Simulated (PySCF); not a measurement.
This PySCF input asks for the NMR shieldings of SMILES O=C[C@@H]1C[SiH2][C@@H](B(O)O)C1, C$_{5}$H$_{11}$BO$_{3}$Si; the geometry comes from GFN2-xTB.

```python
import basis_set_exchange as bse
import numpy as np
from pyscf import gto, dft
from pyscf.prop import nmr

atoms = """
O    -1.475971   -2.175847    0.181173
C    -2.035568   -1.189137    0.580218
C    -1.779937    0.175916    0.036796
C    -1.371945    0.071618   -1.429757
Si    0.378163   -0.672517   -1.356669
C     0.679040   -0.137561    0.462029
B     2.065203    0.605613    0.634202
O     2.106638    1.952471    0.739323
O     3.257581   -0.061512    0.630664
C    -0.551650    0.702481    0.815481
H    -2.738765   -1.242761    1.433975
H    -2.643788    0.825756    0.202659
H    -1.357609    1.066156   -1.873468
H    -2.088741   -0.526888   -1.987450
H     1.251701    0.049920   -2.298065
H     0.532364   -2.105326   -1.589489
H     0.679428   -1.045887    1.071020
H     2.996002    2.303745    0.797626
H     3.208696   -1.011210    0.544647
H    -0.742632    0.696389    1.891041
H    -0.377129    1.735523    0.513573
"""
names = dict.fromkeys(["O", "C", "Si", "B", "H"], "pcSseg-1")
basis = {el: gto.basis.parse(bse.get_basis(n, elements=[el], fmt="nwchem")) for el, n in names.items()}
mol = gto.M(atom=atoms, basis=basis, charge=0, verbose=0)
mf = dft.RKS(mol, xc="PBE0")
mf.grids.level = 2
mf.grids.alignment = dft.numint.BLKSIZE   # the property module wants whole blocks of grid points
mf.conv_tol = 1e-9
mf.kernel()

calc = nmr.RKS(mf)   # GIAO
C = mf.mo_coeff
Co = C[:, mf.mo_occ > 0]
resp = mf.gen_response(singlet=True, hermi=2)
def vind(x):   # induced exchange potential for any number of trial vectors
    d = np.einsum("pi,xij,qj->xpq", C, 2 * x.reshape(-1, C.shape[1], Co.shape[1]), Co, optimize=True)
    return np.einsum("xpq,pi,qj->xij", resp(d - d.transpose(0, 2, 1)), C, Co, optimize=True).ravel()
mo1, _ = nmr.rhf.solve_mo1(calc, with_cphf=vind)
sigma = calc.kernel(mo1)
for i, s in enumerate(sigma):   # ppm
    print("%2d %-2s %9.2f" % (i, mol.atom_pure_symbol(i), np.trace(s) / 3))
```

Q: What are the results?

A: 
```
 0 O    -335.43
 1 C     -27.60
 2 C     131.03
 3 C     172.59
 4 Si    375.09
 5 C     179.07
 6 B      69.91
 7 O     221.61
 8 O     207.08
 9 C     155.44
10 H      21.54
11 H      28.43
12 H      31.18
13 H      30.85
14 H      27.53
15 H      27.04
16 H      31.52
17 H      27.73
18 H      28.02
19 H      29.69
20 H      29.59
```

These numbers come from an equivalent density-fitted implementation of the same equations, which agrees with the script to about 0.01 ppm for H and up to a few tenths of a ppm for heavy atoms, so last digits may differ.

Size and cost of the density-fitted run: 232 basis functions, 82 s wall time on 1 thread of an Arm Neoverse N1, shared host; peak memory 1.1 GiB.
